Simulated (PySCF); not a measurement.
# Orbital energies and ionisation energy

Aluminum trichloride, AlCl₃.
Cartesian coordinates in Å at the PBE0-D3(BJ)/def2-TZVP level; atoms count from 1:
```xyz
4
AlCl3 angstrom
Cl    -1.780   -0.913    0.882
Al    -0.021    0.077    0.429
Cl     1.800   -0.793    0.883
Cl    -0.085    1.931   -0.486
```

Level: wB97X-D/aug-cc-pVTZ (PySCF). Frontier orbitals with their largest atomic shares (Löwdin; up to four atoms above 4 %):

| orbital | ε (eV) | main atoms |
| --- | --- | --- |
| HOMO−3 | -11.95 | Cl4 45 %, Cl3 32 %, Al2 12 %, Cl1 11 % |
| HOMO−2 | -11.79 | Cl3 46 %, Cl4 40 %, Al2 15 % |
| HOMO−1 | -11.78 | Cl1 57 %, Cl4 18 %, Al2 15 %, Cl3 11 % |
| HOMO | -11.30 | ? |
| LUMO | 0.12 | Al2 71 %, Cl4 10 %, Cl3 10 %, Cl1 10 % |
| LUMO+1 | 0.48 | Al2 56 %, Cl3 14 %, Cl4 14 %, Cl1 14 % |
| LUMO+2 | 1.08 | Al2 93 % |

Question: What vertical ionisation energy does ΔSCF give, and how far is −ε(HOMO) from it?

Answer: ΔSCF: 11.76 eV (1135 kJ/mol; threshold wavelength 105 nm); ⟨S²⟩ of the doublet left behind is 0.757, against 0.75 for a pure doublet. −ε(HOMO) is 11.30 eV, 0.46 eV below it. In exact Kohn–Sham theory the two would be equal; wB97X-D (range-separated hybrid) falls short of its own ΔSCF value by 4 %.

Question: On which atoms does the HOMO lie?

Answer: Cl1 (chlorine bonded to Al) 27 %, Cl4 (chlorine bonded to Al) 27 %, Cl3 (chlorine bonded to Al) 27 %, Al2 (aluminium bonded to 3 Cl) 20 %, so no atom holds as much as 40 %. The HOMO−1 lies 0.48 eV lower.

Question: Shift the occupied levels rigidly so that −ε(HOMO) equals the ΔSCF value. What binding energies result?

Answer: The shift is +0.46 eV: HOMO 11.76, HOMO−1 12.24, HOMO−2 12.25, HOMO−3 12.41 eV. A rigid shift is only a rough guide to the deeper ionisations.

Question: With α = 62.6 au, estimate the like-pair dispersion coefficient by London's formula C6 = (3/4)α²I.

Answer: I = 0.4321 Eh, so C6 ≈ 1270 au, a rough estimate.

Question: What kinetic energy would electrons from this vertical process carry with He II light (40.814 eV)?

Answer: 40.81 − 11.76 = 29.05 eV.

Question: What total energies stand behind the ΔSCF value?

Answer: E(N) = -1623.30354 Eh and E(N − 1) = -1622.87142 Eh at the same geometry, 0.43212 Eh apart.

Isolated species at its PBE0-D3(BJ)/def2-TZVP geometry, gas phase.

The pairwise dispersion term of wB97X-D wasn't added to the energies; at a given geometry it leaves orbitals and properties as they are.
